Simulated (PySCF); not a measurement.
Two species compared at the same levels of theory.

First species: C₅H₈N₂O.
SMILES: `COC1=NN(C)C=C1`

Second species: C5H8N2O.
Structure used (GFN2-xTB), in Å, numbered top down from 1:
```
atom  x, y, z in Å
C1     2.4877    0.2284   -0.1051
N2     1.0553    0.2511   -0.2798
C3     0.2011    0.2583    0.7600
O4     0.5363    0.2068    1.9204
C5    -1.2862    0.2672    0.3488
C6    -1.7311   -1.1747    0.0613
C7    -1.5031    1.1060   -0.7991
N8    -1.6433    1.7581   -1.7292
H9     2.9213   -0.6223   -0.6331
H10    2.9372    1.1503   -0.4786
H11    2.6884    0.1350    0.9609
H12    0.7019    0.3604   -1.2184
H13   -1.8563    0.6659    1.1952
H14   -1.1786   -1.5872   -0.7811
H15   -1.5448   -1.7905    0.9379
H16   -2.7935   -1.2039   -0.1716
```

Levels: PBE0/def2-SVPD for dipole moment, HOMO energy, LUMO energy, HOMO–LUMO gap, static isotropic polarisability and electronic spatial extent ⟨r²⟩ about the centre of nuclear charge; TDDFT PBE0/def2-SVPD for lowest singlet excitation; TDA PBE0/def2-SVPD for lowest triplet excitation (Tamm–Dancoff); GFN2-xTB for rotational constant A and rotational constant C. Geometries: GFN2-xTB. Each structure is a single optimised conformer of the isolated species, non-relativistic unless stated. Electronic properties by PySCF.

Dipoles, sizes and rotational constants follow the conformer. The torsions of the flexible species, by atom-mapped SMILES:
- `[CH3:1][O:2][c:3]1[cH:4][cH:5][n:6]([CH3:7])[n:8]1`: C1–O2–C3–C4 180°
- `[CH3:1][NH:2][C:3](=[O:4])[C@H:5]([CH3:6])[C:7]#[N:8]`: C1–N2–C3–O4 -2°, N2–C3–C5–C6 84°

```json
{"property": "dipole moment", "column X": "2.21 D", "column Y": "2.56 D"}
{"property": "HOMO energy", "column X": "-6.28 eV", "column Y": "-7.91 eV"}
{"property": "LUMO energy", "column X": "0.51 eV", "column Y": "-0.06 eV"}
{"property": "HOMO–LUMO gap", "column X": "6.79 eV", "column Y": "7.85 eV"}
{"property": "lowest singlet excitation", "column X": "5.94 eV", "column Y": "5.84 eV"}
{"property": "lowest triplet excitation (Tamm–Dancoff)", "column X": "4.52 eV", "column Y": "5.30 eV"}
{"property": "static isotropic polarisability", "column X": "77.0 au", "column Y": "74.1 au"}
{"property": "electronic spatial extent ⟨r²⟩ about the centre of nuclear charge", "column X": "1005 bohr²", "column Y": "1024 bohr²"}
{"property": "rotational constant A", "column X": "4.733 GHz", "column Y": "2.887 GHz"}
{"property": "rotational constant C", "column X": "1.181 GHz", "column Y": "1.241 GHz"}
```

Q: Which column belongs to which species?

A: Column X is the first species and column Y the second. The first has 16 atoms and 60 electrons, the second 16 and 60.

Q: How does each property change from the first species to the second?

A: dipole moment +0.35 D; HOMO energy -1.63 eV; LUMO energy -0.57 eV; HOMO–LUMO gap +1.06 eV; lowest singlet excitation -0.10 eV; lowest triplet excitation (Tamm–Dancoff) +0.78 eV; static isotropic polarisability -2.9 au; electronic spatial extent ⟨r²⟩ about the centre of nuclear charge +19 bohr²; rotational constant A -1.846 GHz; rotational constant C +0.060 GHz.

On the first: The 6 singlets span 5.94 to 6.97 eV, and their oscillator strengths add up to 0.22. The vertical singlet–triplet gap S1 − T1 is 1.42 eV (TDDFT singlet less Tamm–Dancoff triplet; S1: HOMO→LUMO, weight 0.94; T1: HOMO→LUMO, weight 0.86).

On the second: No computed singlet falls in the visible range (750 to 380 nm, 1.65 to 3.26 eV); S1 lies 2.58 eV above its blue end. The vertical singlet–triplet gap S1 − T1 is 0.54 eV (TDDFT singlet less Tamm–Dancoff triplet).
